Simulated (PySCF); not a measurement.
## Worked example: entropy of an ideal gas

CBr3, SMILES [C+](Br)(Br)Br, charge +1.

Coordinates come from a PBE-D3(BJ)/def2-SVP optimisation.

PySCF with PBE-D3(BJ)/def2-SVP gives the harmonic wavenumbers 178, 178, 315, 424, 867, 867 cm⁻¹ and the rotational temperatures 0.0607, 0.0607, 0.0304 K. The molar mass is 251.72 g/mol, the symmetry number 6, the spin multiplicity 1.

Task: Work out the entropy at 298.15 K and 1 atm in the rigid-rotor, harmonic-oscillator model.

Result: 
Translation (Sackur–Tetrode at 1 atm): S = R[1.5 ln M + 2.5 ln T − 1.16487] = 177.7 J/(mol K).
Rotation: q = (√π/σ) T^1.5/√(θA θB θC) = 144000, S = R[ln q + 3/2] = 111.2 J/(mol K).
Vibration: with u = 1.4388 ν/T, each mode gives R[u/(e^u − 1) − ln(1 − e^−u)]:
```tsv
ν (cm⁻¹)	modes	u	S (J/(mol K))
178	2	0.86	19.66
315	1	1.52	5.59
424	1	2.05	3.68
867	2	4.18	1.33
```
These are all the modes. Sum 30.3 J/(mol K).
Spin: R ln 1 = 0.0 J/(mol K).
Total 319.2 J/(mol K); the program's own thermochemistry gives 319.1. Translation makes up 56 % and vibration 9 %. Anharmonicity, hindered rotation and orbital degeneracy are left out.
